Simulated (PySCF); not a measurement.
## `C(=C=C(C#N)Cl)Cl`, C$_{4}$HCl$_{2}$N

Cartesian coordinates in Å; atom numbers follow the order of the lines, from 1:
```xyz
8

N     2.6905    1.3501   -0.4396
C     1.8551    0.5976   -0.1582
C     0.8331   -0.3409    0.1884
Cl    1.4019   -1.9000    0.7068
C    -0.4461   -0.0476    0.1168
C    -1.7166    0.2398    0.0280
Cl   -2.6339    0.9176    1.3181
H    -2.2861    0.0678   -0.8914
```

Level of theory: PySCF, TDDFT CAM-B3LYP/def2-TZVPD circular dichroism and optical rotation, one conformer, gas phase. Geometry: PBE0-D3(BJ)/def2-SVP.

No stereocentre is labelled: unless the shape is locked (an allene, a helicene, a hindered biaryl), the mirror image is equally populated and a measured rotation or CD is zero. Singlets 8 and 9 lie within 0.01 eV of each other, so their separate moments and overlaps can depend on how they mix.

(1) Draw the ECD and absorption spectra from the lowest 12 states, each a Gaussian of half-width 0.3 eV at 1/e height.

Answers

(1) 
| E (eV) | λ (nm) | Δε (L mol⁻¹ cm⁻¹) | ε (L mol⁻¹ cm⁻¹) |
| --- | --- | --- | --- |
| 4.13 | 300 | -0.02 | 0.375 |
| 4.23 | 293 | -0.06 | 1.03 |
| 4.33 | 286 | -0.13 | 2.31 |
| 4.43 | 280 | -0.25 | 4.19 |
| 4.53 | 274 | -0.39 | 6.3 |
| 4.63 | 268 | -0.52 | 8.12 |
| 4.73 | 262 | -0.60 | 10.2 |
| 4.83 | 257 | -0.61 | 18.6 |
| 4.93 | 251 | -0.53 | 59 |
| 5.03 | 246 | -0.40 | 211 |
| 5.13 | 242 | -0.27 | 650 |
| 5.23 | 237 | -0.17 | 1630 |
| 5.33 | 233 | -0.14 | 3280 |
| 5.43 | 228 | -0.15 | 5290 |
| 5.53 | 224 | -0.16 | 6880 |
| 5.63 | 220 | -0.06 | 7340 |
| 5.73 | 216 | +0.33 | 7010 |
| 5.83 | 213 | +1.45 | 7650 |
| 5.93 | 209 | +3.95 | 11800 |
| 6.03 | 206 | +8.24 | 21200 |
| 6.13 | 202 | +13.62 | 34100 |
| 6.23 | 199 | +17.88 | 45100 |
| 6.33 | 196 | +18.47 | 48100 |
| 6.43 | 193 | +14.55 | 41300 |
| 6.53 | 190 | +7.83 | 28600 |
| 6.63 | 187 | +1.43 | 16300 |
| 6.73 | 184 | -2.16 | 8040 |
| 6.83 | 181 | -2.32 | 3930 |

Δε uses R in velocity form, ε uses f in length form. Only the states computed contribute, so the short-wavelength end is incomplete.
